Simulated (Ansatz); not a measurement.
H$_{2}$O$_{2}$, charge +1, doublet, geometry from GFN2-xTB (a state made from the parent by changing its charge; the spin is typed, not shown lowest); PBE0/6-311G** in Ansatz (a program for electronic structure).

Here is a job for Ansatz.
Ansatz 0.2 input:
```yaml
crystal:
  periodic: [false, false, false]
  atoms:
    - {symbol: O, position_ang: [0.00029017, 0.64522356, -0.01214168]}
    - {symbol: O, position_ang: [-0.00029017, -0.64522356, 0.01214168]}
    - {symbol: H, position_ang: [0.94311055, 0.99403527, -0.03396231]}
    - {symbol: H, position_ang: [-0.94311055, -0.99403527, 0.03396231]}
basis:
  gaussian:
    orbitals: 6-311G__.json
hamiltonian:
  xc: pbe0
total_charge: 1
magnetization: {spin_polarized: true, initial_magnetization: 1}
scf: {lower_state_search: full}
```
The basis file holds 6-311G** in the JSON format of the Basis Set Exchange.

Output, abridged:

```
Functional definition: PBE0
410 factors; their error is unknown
mean field evaluation 1: about -4105.6293 eV, gradient 3.8e1 eV
mean field evaluation 2: about -4105.9511 eV, gradient 3.7e1 eV
mean field evaluation 4: about -4110.3202 eV, gradient 2.8e-1 eV
mean field evaluation 8: about -4110.2993 eV, gradient 2.5e-3 eV
mean field evaluation 16: about -4042.4021 eV, gradient 6.3e1 eV
mean field evaluation 32: about -4110.2993 eV, gradient 9.9e-2 eV
mean field evaluation 64: about -4110.2993 eV, gradient 3.5e-3 eV
mean field -4110.29932738 eV, -151.0507142203 hartree, gradient 6.3e-5 eV, S^2 0.753702; 4 other end points of the search recorded, 0 dependent functions left out
reference -4110.29933727 eV, -151.0507145839 hartree; 9, 8 occupied and 39, 40 virtual orbitals, 410 factors
Total energy: -4110.29933727 eV, -151.0507145839 hartree
```
